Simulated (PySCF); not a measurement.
Species: 2-bromoethanol, C2H5BrO.
Numbering: `[OH:1][CH2:2][CH2:3][Br:4]` (hydrogens: H5 on O1; H6, H7 on C2; H8, H9 on C3)

Method used: PySCF, PBE0-D3(BJ)/def2-TZVP geometry optimisation, gas phase.

Question: What internal coordinates does the optimisation give?

Answer: 
```
        bond  length (Å)
       O1–C2       1.400
       C2–C3       1.508
      C3–Br4       1.952
       O1–H5       0.964
C2–H6, C2–H7       1.097
C3–H8, C3–H9       1.088
```

Bonds in one row agree within 0.01 Å and their mean is given. A selection of angles:
```
    angle  degrees
 C2–O1–H5    107.5
 O1–C2–C3    113.2
 O1–C2–H6    106.5
 O1–C2–H7    111.9
 C3–C2–H6    107.7
 C3–C2–H7    109.6
 H6–C2–H7    107.7
C2–C3–Br4    110.5
 C2–C3–H8    111.9
Br4–C3–H8    106.1
 H8–C3–H9    110.5
```

Dihedral angles: O1–C2–C3–Br4 -63° (synclinal); H5–O1–C2–C3 58° (synclinal). The mirror-image conformer, all signs reversed, is as good.

Of the pairs four or more bonds apart, Br4···H5 is among the closest relative to their van der Waals radii: 2.71 Å, 89 % of the sum of Bondi's values.

Point group: C1 (no symmetry element, even within 0.4 Å). Not checked by PBE0-D3(BJ)/def2-TZVP frequencies. One conformer, not necessarily the lowest (H–O1–C2–C3 58°, O1–C2–C3–Br4 -63°).
